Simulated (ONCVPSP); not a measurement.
## Which setting gave this result? (iodine, ONCV)

Base potential:

ONCVPSP 4.0.1 input, shortened (lines: element, Z, core and valence counts, functional; n l f; lmax; l rc ep ncon nbas qcut; lloc lpopt rc5 dvloc0; l nproj debl; icmod fcfact rcfact), PW91, scalar-relativistic:

```
  I 53.00    6    5  -109134      upf
    1    0    2.00
    2    0    2.00
    2    1    6.00
    3    0    2.00
    3    1    6.00
    3    2   10.00
    4    0    2.00
    4    1    6.00
    4    2   10.00
    5    0    2.00
    5    1    5.00
    2
    0    1.20    0.00    4    7   10.60
    1    1.15    0.00    4    7   10.20
    2    1.25    0.00    4    9   10.40
    4    5    0.75    2.00
    0    2    3.60
    1    2    3.40
    2    2    2.20
    3    3.50    1.10
```

Cutoffs, loose and tight: the cutoffs (Ha) at which the residual kinetic energy of the hardest occupied pseudo-wave falls to 1 and 0.1 mHa per electron. They do not see the model core or the augmentation charge, which bear on the density cutoff. Test errors are all-electron minus pseudo excitation energies from the reference, over the configurations 4s2 4p6 4d10 5s2 5p4; 4s2 4p6 4d10 5s2 5p3; 4s2 4p6 4d10 5s2 5p2; 4s2 4p6 4d9 5s2 5p5; variants that change the core or the reference have their own tests.

Only the s radius is moved (1 further runs of the sweep failed or gave no value and are left out):

```
s radius (bohr)  cutoff, loose  cutoff, tight  bound ghosts  largest test error (meV)  median size of the test errors
              1          51 Ha          99 Ha             d                      -590                       525.2 meV
           1.38          47 Ha          53 Ha             d                      -441                       385.0 meV
           1.56          47 Ha          53 Ha             d                      -389                       333.3 meV
            1.7          47 Ha          53 Ha             d                      -337                       276.1 meV
```

**Question.** One more run gave cutoff, loose: 47 Ha; cutoff, tight: 53 Ha; bound ghosts: d; largest test error (meV): -503; median size of the test errors: 446.3 meV. Which value of the s radius was used?

**Answer.** 1.22 bohr. The median size of the test errors moves one way along this sweep, from 525.2 meV at 1 to 276.1 meV at 1.7 bohr, which places the run between 1 and 1.38 bohr.
